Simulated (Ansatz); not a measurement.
C₂H₅AlO, SMILES `[CH2]1O[CH2][AlH]1`, 9 atoms. Charge 0, multiplicity 1. All runs use 2 threads of an Arm Neoverse V1 on a shared host. Correlated methods freeze the cores.

(1) How many basis functions does each run have, and how long does it take in Ansatz? RKS PBE0-D4/def2-QZVPP energy; RKS ωB97M-V/def2-SVP energy; RKS HSE06 (plane-wave form)-D4/def2-TZVPP energy; direct RPA on PBE orbitals/def2-TZVPP energy; RHF-CCSD(T)/def2-TZVPP energy; RKS ωB97M-V/def2-QZVPP energy; RHF-MP2/def2-QZVPP energy; RKS ωB97X-V/def2-TZVPP energy; RKS PBE0-D4/def2-SVP energy; RKS PBE0-D4/def2-TZVP relaxation (5 steps); RKS PBE0-D4/def2-TZVP frequencies; RHF-CCSD(T)/def2-SVP energy. (An estimate is asked.)

Results:

(1) The calculation gave: Other jobs shared the machine, so times are rough.

```tsv
level	job	functions	wall time	peak host memory (GiB)
RKS PBE0-D4/def2-SVP	energy	85	1.1 s	0.38
RHF-CCSD(T)/def2-SVP	energy	85	2.6 s	0.38
RKS HSE06 (plane-wave form)-D4/def2-TZVPP	energy	205	3.3 s	0.4
direct RPA on PBE orbitals/def2-TZVPP	energy	205	5.5 s	0.45
RKS ωB97M-V/def2-SVP	energy	85	6 s	0.38
RKS PBE0-D4/def2-QZVPP	energy	391	8.5 s	1
RKS ωB97X-V/def2-TZVPP	energy	205	8.5 s	0.48
RKS PBE0-D4/def2-TZVP	relaxation (5 steps)	160	19 s	0.32
RKS ωB97M-V/def2-QZVPP	energy	391	20 s	1.2
RHF-MP2/def2-QZVPP	energy	391	21 s	1.8
RHF-CCSD(T)/def2-TZVPP	energy	205	65 s	2.6
RKS PBE0-D4/def2-TZVP	frequencies	160	2.1 min	0.38
```
